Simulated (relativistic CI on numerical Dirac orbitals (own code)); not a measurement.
**Energy levels of As⁵⁺**

Calculated at this level of theory: Dirac-Coulomb-Breit CI, KLI orbitals optimised for each configuration, QED by a radiative potential, valence Slater integrals scaled by 0.9, configuration energies shifted to the measured levels that pair with them (semi-empirical) (own radial code, finite nucleus).

Configuration list (outside the closed core [Ar]): 3d10, 3d9.4s, 3d9.4p, 3d9.4d, 3d9.5s, 3d9.5p, 3d9.4f, 3d8.4s2, 3d9.5d, 3d9.5f, 3d9.5g, 3d8.4s.4p, 3d8.4p2, 3d8.4s.4d, 3d8.4p.4d. Levels of other configurations are missing.

```tsv
No.	Configuration	Term	J	E (eV)	%	Lifetime (s)	jj configuration (%)
1	3d10	1S	0	0.0000	100		closed (100)
2	3d9.4s	3D	3	41.0703	100		3d5/2^5 4s (100)
3	3d9.4s	3D	2	41.3178	80	6.57e-05	3d5/2^5 4s (83)
4	3d9.4s	3D	1	41.7640	100	6.62e-01	3d3/2^3 3d5/2^6 4s (100)
5	3d9.4s	1D	2	42.1616	80	1.54e-05	3d3/2^3 3d5/2^6 4s (83)
6	3d9.4p‡	3P°	2	53.9293	95	4.81e-10	3d5/2^5 4p1/2 (70)
7	3d9.4p‡	3F°	3	54.4365	65	4.61e-10	3d5/2^5 4p1/2 (92)
8	3d9.4p‡	3P°	1	54.5784	95	4.09e-10	3d5/2^5 4p3/2 (44)
9	3d9.4p‡	3F°	4	54.8058	100	4.01e-10	3d5/2^5 4p3/2 (100)
10	3d9.4p‡	3F°	2	54.9128	94	4.48e-10	3d3/2^3 3d5/2^6 4p1/2 (78)
11	3d9.4p‡	3P°	0	54.9652	100	4.38e-10	3d3/2^3 3d5/2^6 4p3/2 (100)
12	3d9.4p‡	1F°	3	55.5681	52	3.91e-10	3d5/2^5 4p3/2 (72)
13	3d9.4p‡	1D°	2	55.5850	64	3.91e-10	3d5/2^5 4p3/2 (61)
14	3d9.4p‡	3D°	3	55.8526	56	3.77e-10	3d3/2^3 3d5/2^6 4p3/2 (69)
15	3d9.4p‡	1P°	1	55.9830	69	4.48e-11	3d3/2^3 3d5/2^6 4p1/2 (74)
16	3d9.4p‡	3D°	1	56.2008	66	8.93e-11	3d3/2^3 3d5/2^6 4p3/2 (65)
17	3d9.4p‡	3D°	2	56.3140	60	3.67e-10	3d3/2^3 3d5/2^6 4p3/2 (89)
18	3d9.4d‡	3S	1	73.5228	91	9.52e-11	3d5/2^5 4d3/2 (50)
19	3d9.4d‡	3G	5	74.2366	100	9.49e-11	3d5/2^5 4d5/2 (100)
20	3d9.4d‡	3G	4	74.2684	63	9.13e-11	3d5/2^5 4d3/2 (94)
21	3d9.4d‡	3P	2	74.3087	77	9.08e-11	3d5/2^5 4d3/2 (61)
22	3d9.4d‡	1P	1	74.3165	52	9.78e-11	3d5/2^5 4d5/2 (55)
23	3d9.4d‡	3D	3	74.5396	84	9.40e-11	3d5/2^5 4d5/2 (52)
24	3d9.4d‡	3G	3	74.6390	57	9.25e-11	3d5/2^5 4d5/2 (37)
25	3d9.4d‡	3P	0	74.6407	100	9.03e-11	3d3/2^3 3d5/2^6 4d3/2 (56)
26	3d9.4d‡	3D	2	74.7435	49	9.40e-11	3d5/2^5 4d5/2 (47)
27	3d9.4d‡	3F	4	74.7523	55	9.56e-11	3d5/2^5 4d5/2 (85)
28	3d9.4d‡	3P	1	74.7890	54	9.63e-11	3d3/2^3 3d5/2^6 4d5/2 (62)
29	3d9.4d‡	3G	3	75.0513	39	9.16e-11	3d3/2^3 3d5/2^6 4d3/2 (65)
30	3d9.4d‡	3D	1	75.1007	81	9.35e-11	3d3/2^3 3d5/2^6 4d3/2 (72)
31	3d9.4d‡	3F	4	75.1610	44	9.54e-11	3d3/2^3 3d5/2^6 4d5/2 (84)
32	3d9.4d‡	3F	2	75.3679	37	9.55e-11	3d3/2^3 3d5/2^6 4d5/2 (83)
33	3d9.4d‡	3F	3	75.5094	52	9.55e-11	3d3/2^3 3d5/2^6 4d5/2 (91)
34	3d9.4d‡	1D	2	75.5449	50	9.18e-11	3d3/2^3 3d5/2^6 4d3/2 (94)
35	3d9.5s‡	3D	3	80.7205	100	8.68e-11	3d5/2^5 5s (100)
36	3d9.5s‡	3D	2	80.8220	54	8.64e-11	3d5/2^5 5s (98)
37	3d9.4d‡	1S	0	80.9615	88	5.27e-11	3d5/2^5 4d5/2 (49)
38	3d9.5s‡	3D	1	81.4180	100	8.69e-11	3d3/2^3 3d5/2^6 5s (100)
39	3d9.5s‡	1D	2	81.5058	54	8.63e-11	3d3/2^3 3d5/2^6 5s (98)
40	3d9.5p‡	3P°	2	85.5757	92	2.96e-10	3d5/2^5 5p1/2 (73)
41	3d9.5p‡	3F°	3	85.7500	57	2.89e-10	3d5/2^5 5p1/2 (95)
42	3d9.5p‡	3F°	4	85.8776	100	3.12e-10	3d5/2^5 5p3/2 (100)
43	3d9.5p‡	3P°	1	85.9622	74	1.84e-10	3d5/2^5 5p3/2 (80)
44	3d9.5p‡	1D°	2	86.0963	41	3.02e-10	3d5/2^5 5p3/2 (67)
45	3d9.5p‡	3D°	3	86.1823	80	3.00e-10	3d5/2^5 5p3/2 (95)
46	3d9.5p‡	3P°	0	86.3890	100	3.11e-10	3d3/2^3 3d5/2^6 5p3/2 (100)
47	3d9.5p‡	3F°	2	86.4245	70	2.95e-10	3d3/2^3 3d5/2^6 5p1/2 (85)
48	3d9.5p‡	1P°	1	86.6037	80	8.32e-11	3d3/2^3 3d5/2^6 5p1/2 (57)
49	3d9.5p‡	1F°	3	86.6744	43	3.02e-10	3d3/2^3 3d5/2^6 5p3/2 (98)
50	3d9.5p‡	3D°	1	86.7922	93	2.98e-10	3d3/2^3 3d5/2^6 5p3/2 (62)
51	3d9.5p‡	3D°	2	86.8623	61	3.03e-10	3d3/2^3 3d5/2^6 5p3/2 (92)
52	3d8.4s2‡	3F	4	88.5746	97	3.41e-08	3d5/2^4 (82)
53	3d8.4s2‡	3F	3	89.1850	97	2.81e-08	3d3/2^3 3d5/2^5 (97)
54	3d9.4f‡	3P°	0	89.3238	100	1.12e-10	3d5/2^5 4f5/2 (100)
55	3d9.4f‡	3P°	1	89.3763	89	1.01e-10	3d5/2^5 4f5/2 (77)
56	3d9.4f‡	3P°	2	89.4601	60	1.15e-10	3d5/2^5 4f7/2 (74)
57	3d9.4f‡	3H°	6	89.5107	100	1.15e-10	3d5/2^5 4f7/2 (100)
58	3d9.4f‡	1H°	5	89.5321	51	1.16e-10	3d5/2^5 4f5/2 (95)
59	3d8.4s2‡	3F	2	89.5398	94	2.59e-08	3d3/2^2 3d5/2^6 (49)
60	3d9.4f‡	1D°	2	89.6378	40	1.17e-10	3d5/2^5 4f5/2 (77)
61	3d9.4f‡	3D°	3	89.6411	66	1.17e-10	3d5/2^5 4f7/2 (67)
62	3d9.4f‡	3F°	4	89.7154	79	1.18e-10	3d5/2^5 4f7/2 (86)
63	3d9.4f‡	3G°	5	89.7318	77	1.18e-10	3d5/2^5 4f7/2 (93)
64	3d9.4f‡	1G°	4	89.7330	42	1.17e-10	3d5/2^5 4f5/2 (84)
65	3d9.4f‡	1F°	3	89.7554	47	1.20e-10	3d5/2^5 4f5/2 (67)
66	3d9.4f‡	3D°	1	89.7876	73	3.13e-11	3d5/2^5 4f7/2 (63)
67	3d9.4f‡	3P°	2	90.1592	40	1.16e-10	3d3/2^3 3d5/2^6 4f7/2 (88)
68	3d9.4f‡	3H°	4	90.2600	75	1.15e-10	3d3/2^3 3d5/2^6 4f5/2 (92)
69	3d9.4f‡	3H°	5	90.2687	40	1.17e-10	3d3/2^3 3d5/2^6 4f7/2 (98)
70	3d9.4f‡	3F°	2	90.3627	66	1.17e-10	3d3/2^3 3d5/2^6 4f5/2 (92)
```

Energies count from the lowest computed level; ° marks odd parity; lifetimes are radiative, by E1, M1, E2 decay to levels of this space only; some are left blank where a channel outside the calculation adds to the decay or the decay crosses a small, uncertain gap. Filled j subshells are mostly left out of the jj labels. ‡ marks configurations that were not tied to measured data.

The mean weight of the leading LS term, summed over parents, in these 70 levels is 73 %, and that of the leading jj configuration (from the same eigenvectors) 80 %.

Configurations whose levels could be paired with our table of measured levels were shifted onto them, all but the ground configuration, by the median error of their levels; single terms can still be off by 1,000 to 2,000 cm⁻¹ or more, and rates follow the energies as ν³ (E1, M1) or ν⁵ (E2). The others borrow a shift and can be off by several thousand cm⁻¹ or more. 4 of the 4 excited levels that our extract of the measured tables holds in this range could be paired (the sources list more); they are missed by 72 cm⁻¹ on average and 173 at most, after the shifts were fitted to these levels, and levels without a partner can miss by more.

LS names give the leading component of a level, which can be under half, so a name can repeat, a term be missing and a line seem to break the LS rules.
